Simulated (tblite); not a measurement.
Species: C2H10B2OSi.
SMILES with atom numbers: `[BH2:1][SiH2:2][B:3]([CH3:4])[O:5][CH3:6]` (hydrogens: H7, H8 on B1; H9, H10 on Si2; H11, H12, H13 on C4; H14, H15, H16 on C6)

Computed with GFN2-xTB (tblite), gas phase: L-BFGS steps from a force-field or distance-geometry start until the largest atomic force falls under 0.01 eV/Å.

Geometry at step 37:
```
atom  x, y, z in Å
B1      2.9944    0.5235   -0.5513
Si2     1.3930    0.9040    0.5067
B3     -0.2856   -0.1595    0.3442
C4     -0.2179   -1.7587    0.3220
O5     -1.2959    0.7008    0.3873
C6     -2.6977    0.5819    0.4998
H7      3.2811    1.1272   -1.5235
H8      3.7607   -0.3113   -0.2266
H9      0.9537    2.2898    0.3065
H10     1.6962    0.8894    1.9537
H11     0.6536   -2.0573   -0.2607
H12    -1.0595   -2.3395   -0.0573
H13     0.0042   -2.0936    1.3361
H14    -2.9708   -0.3912    0.9106
H15    -3.1252    0.7630   -0.4893
H16    -3.0920    1.3404    1.1979
```

Task: Give the atomic forces at this geometry.

Result: 
```tsv
atom	Fx (eV/Å)	Fy (eV/Å)	Fz (eV/Å)
B1	0.113	-0.034	0.046
Si2	0.150	-0.040	-0.251
B3	0.086	0.140	-0.078
C4	0.065	0.045	-0.017
O5	-0.102	0.045	0.246
C6	0.038	-0.107	0.156
H7	-0.126	-0.123	0.149
H8	-0.125	0.079	-0.068
H9	0.013	0.278	0.028
H10	0.110	-0.003	0.135
H11	-0.037	-0.048	-0.074
H12	-0.107	0.229	0.140
H13	-0.165	-0.053	0.023
H14	-0.132	-0.151	-0.274
H15	-0.150	-0.196	0.093
H16	0.372	-0.060	-0.255
```

The largest, 0.45 eV/Å, acts on H16; the rms over all components is 0.141 eV/Å. The forces sum to zero within rounding, as they must for an isolated molecule in no field.

Task: Give the force on H16 in Eh/bohr and in nN.

Result: 0.455 eV/Å ÷ 51.422 = 0.00885 Eh/bohr, and 0.455 eV/Å × 1.602 = 0.73 nN.

Task: How far is this geometry from the end of the optimisation?

Result: 0.257 eV above it, and 1.017 Å rms away after alignment. The bonds farthest from their final lengths, with half the difference of the two atoms' forces along the bond (positive lengthens):

```
  bond  now (Å)  final (Å)  force along bond (eV/Å)
C6–H16    1.104      1.091                    -0.17
Si2–H9    1.467      1.479                    +0.15
B1–Si2    1.957      1.946                    -0.10
 B1–H7    1.180      1.172                    -0.09
 B3–O5    1.328      1.334                    +0.05
 B1–H8    1.179      1.172                    -0.13
```

The angle farthest from its final value is B1–Si2–B3, 122.8° against 105.8°.

Of the 3 listed bonds off by 0.010 Å or more, this force points towards the final length in 3.

What follows is the cost of the whole relaxation. Hardware: an Arm Neoverse V2 with one thread, shared host with 96 logical CPUs at a one-minute load of 68. Cost: 0.98 s.
